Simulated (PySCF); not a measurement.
Computed IR spectrum (relative IR intensity) of a molecule C4H8OSi. The structure is a stationary point at PBE0-D3(BJ)/def2-SVP. Other conformers were not sampled. All values below come from PySCF with PBE0-D3(BJ)/def2-SVP. Frequencies are harmonic and unscaled.

Lines under 2 % of the strongest are left out, and lines within 2 cm⁻¹ are merged.

ν (cm⁻¹): 315 (m), 370 (m), 481 (vw), 632 (w), 684 (m), 930 (vs), 942 (m), 1026 (vw), 1054 (w), 1139 (m), 1303 (w), 1391 (w), 1414 (w), 2238 (vs), 2309 (m), 3028 (w), 3046 (w), 3133 (w), 3882 (w) (against the strongest line: vs over 80 %, s over 45 %, m over 15 %, w over 4 %, vw less)

Task: Pick the molecule that these values belong to.
A. C#C[C@H]([SiH3])CO
B. OCCC#C[SiH3]
C. O=CC1([SiH3])CC1
D. [SiH3]CC1=CCO1

Result: B, OCCC#C[SiH3]
